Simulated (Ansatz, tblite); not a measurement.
Cost and result up the ladder for BCl2(vinyl) (C2H3BCl2) (8 atoms). The state is a singlet with charge 0. Geometry: PBE-D4/def2-SVP.

```xyz
8

B    -0.7349    0.4141   -0.9055
Cl   -1.5879    1.8824   -1.3862
Cl   -0.8777   -1.0078   -1.9457
C     0.1082    0.3957    0.3934
C     0.7874   -0.6903    0.8297
H     0.1546    1.3221    0.9934
H     0.7684   -1.6365    0.2621
H     1.3818   -0.6796    1.7588
```

Ansatz on 2 threads of Intel Xeon 6975P-C on a shared host; xTB runs through tblite on one thread. Times are rough, summed over both states, and most runs start from the orbitals of an earlier one. PBE0-D4/def2-TZVP serves as the yardstick here, not as an exact answer. The other state is a triplet.

The xTB rows come from tblite.

xTB has no spin-polarisation term.

```json
{"level": "GFN2-xTB", "functions": "33", "wall time": "0.01 s", "vertical triplet (eV)": "3.60", "difference from PBE0-D4/def2-TZVP (eV)": "0.17"}
{"level": "GFN1-xTB", "functions": "36", "wall time": "0.011 s", "vertical triplet (eV)": "4.06", "difference from PBE0-D4/def2-TZVP (eV)": "0.63"}
{"level": "PBE-D4/def2-TZVP", "functions": "185", "wall time": "5.3 s", "vertical triplet (eV)": "3.54", "difference from PBE0-D4/def2-TZVP (eV)": "0.11"}
{"level": "PBE0-D4/def2-TZVP", "functions": "185", "wall time": "6.5 s", "vertical triplet (eV)": "3.43", "difference from PBE0-D4/def2-TZVP (eV)": "0.00"}
{"level": "r2SCAN-D4/def2-TZVP", "functions": "185", "wall time": "7.4 s", "vertical triplet (eV)": "3.31", "difference from PBE0-D4/def2-TZVP (eV)": "-0.12"}
```
